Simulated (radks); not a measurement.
Values are calculated unless marked as measured or tabulated.
Xe23+, 31 electrons, occupied as [Ar] 3d10 4s2 4p1 (the NIST ground configuration). Code: a radial shooting solver on a logarithmic mesh with Libxc functionals. Model: non-relativistic Kohn-Sham, PBEsol, spin-polarised, spherical densities, point nucleus; open shells are filled with parallel spins first (spin-orbit coupling, left out, can overturn this in heavy ions); relativity is left out, which matters for an element this heavy.

Normalised radial functions P(r) = r R(r), r in bohr:

```
   r/bohr * 3p up, o 4p down, + 4d up (the largest magnitude, 2, reaches the edge; | marks zero, & curves that meet)
 0.001936                             &
 0.002481                             &
 0.003179                             &
 0.004042                             &
 0.005179                             &*
 0.006637                             &*
 0.008505                             +&
  0.01081                             +o*
  0.01385                             + o*
  0.01775                             +  o *
  0.02257                             +   o  *
  0.02892                             |+   o   *
  0.03706                             |+    o     *
   0.0475                             | +     o     *
  0.06038                             |  +    o       *
  0.07737                             |    + o      *
  0.09915                             |   o   +*
   0.1271                            o*         +
   0.1615                  *   o      |           +
    0.207       *         o           |          +
   0.2652  *               o          |      +
   0.3399    *                     o +|
   0.4321            *     +          |        o
   0.5537           +         *       |                 o
   0.7096           +              *  |                  o
    0.902                +           *|            o
    1.156                       +     *    o
    1.481                           + *o
    1.898                             &
```

3p up: eigenvalue -1553.3 eV, 1 radial node at r = 0.127 bohr, <r> = 0.306 bohr, 90 % of the charge inside 0.456 bohr. 4p down (empty): eigenvalue -697.56 eV, 2 radial nodes at r = 0.120, 0.360 bohr, <r> = 0.662 bohr, 90 % of the charge inside 0.944 bohr. 4d up (empty): eigenvalue -617.43 eV, 1 radial node at r = 0.327 bohr, <r> = 0.667 bohr, 90 % of the charge inside 0.969 bohr.
